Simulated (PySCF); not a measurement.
# Dipole moment and polarisability across levels of theory

Compound: C2H8O2Si.
Atom-mapped SMILES: `[CH3:1][O:2][Si@@H:3]([CH3:4])[OH:5]` (hydrogens: H6, H7, H8 on C1; H9 on Si3; H10, H11, H12 on C4; H13 on O5)

Cartesian coordinates in Å at the PBE0-D3(BJ)/def2-SVP level; atoms count from 1:
```xyz
13
C2H8O2Si angstrom
C      1.3589   -0.9724    0.3369
O      0.7123    0.1742    0.8031
Si    -0.3574    1.0902   -0.0860
C     -2.0236    0.2862   -0.2372
O     -0.5829    2.5124    0.7300
H      0.6644   -1.8259    0.2230
H      2.1337   -1.2689    1.0613
H      1.8544   -0.8086   -0.6392
H      0.2681    1.3136   -1.4310
H     -1.9543   -0.6752   -0.7699
H     -2.7226    0.9319   -0.7906
H     -2.4458    0.0979    0.7619
H      0.2116    2.9932    0.9786
```

PySCF, dipoles from the SCF density, polarisabilities from static response with core orbitals frozen. One conformer (not necessarily the lowest) at the PBE0-D3(BJ)/def2-SVP geometry, without solvent, vibrations or thermal averaging.

Question: Compare the levels for these properties.

Answer: 

```json
{"level": "LDA/def2-SVPD", "μ (D)": "1.334", "α (au)": "63.18", "anisotropy (au)": "10.42"}
{"level": "PBE/def2-SVPD", "μ (D)": "1.266", "α (au)": "62.23", "anisotropy (au)": "10.34"}
{"level": "B3LYP/def2-SVPD", "μ (D)": "1.409", "α (au)": "59.64", "anisotropy (au)": "9.28"}
{"level": "PBE0/def2-SVPD", "μ (D)": "1.383", "α (au)": "59.01", "anisotropy (au)": "9.31"}
{"level": "BHandHLYP/def2-SVPD", "μ (D)": "1.527", "α (au)": "56.65", "anisotropy (au)": "8.38"}
{"level": "CAM-B3LYP/def2-SVPD", "μ (D)": "1.491", "α (au)": "58.63", "anisotropy (au)": "8.78"}
{"level": "wB97X-D/def2-SVPD", "μ (D)": "1.446", "α (au)": "58.49", "anisotropy (au)": "8.81"}
{"level": "LC-wPBE/def2-SVPD", "μ (D)": "1.496", "α (au)": "57.27", "anisotropy (au)": "8.54"}
{"level": "HF/def2-SVPD", "μ (D)": "1.623", "α (au)": "53.53", "anisotropy (au)": "7.29"}
{"level": "PBE0/6-31G*", "μ (D)": "1.427", "α (au)": "46.99", "anisotropy (au)": "8.14"}
{"level": "PBE0/6-31+G*", "μ (D)": "1.585", "α (au)": "53.91", "anisotropy (au)": "7.51"}
{"level": "PBE0/def2-SVP", "μ (D)": "1.338", "α (au)": "48.73", "anisotropy (au)": "8.24"}
{"level": "PBE0/aug-cc-pVDZ", "μ (D)": "1.294", "α (au)": "60.41", "anisotropy (au)": "9.71"}
{"level": "PBE0/def2-TZVP", "μ (D)": "1.299", "α (au)": "55.88", "anisotropy (au)": "8.92"}
{"level": "PBE0/def2-TZVPD", "μ (D)": "1.297", "α (au)": "59.93", "anisotropy (au)": "9.51"}
```

The anisotropy is √(½[(α1 − α2)² + (α2 − α3)² + (α3 − α1)²]). The dipole runs from 1.27 D (PBE/def2-SVPD) to 1.62 D (HF/def2-SVPD). No reference polarisability is at hand; against PBE0 in the largest diffuse basis at hand (def2-TZVPD) the other PBE0 rows deviate by 6-31G* -22%, 6-31+G* -10%, def2-SVP -19%, def2-SVPD -2%, aug-cc-pVDZ +1%, def2-TZVP -7%. In one basis (def2-SVPD) the functionals order the polarisability from HF (lowest) to LDA (highest), a spread of 18%. With PBE0 the polarisability is 50.53 au without diffuse functions (mean of 6-31G*, def2-SVP and def2-TZVP) and 58.31 au with them (mean of 6-31+G*, def2-SVPD, aug-cc-pVDZ and def2-TZVPD).

Without π bonds the low states are Rydberg-like; a valence basis with one diffuse set may place them up to an eV too high.
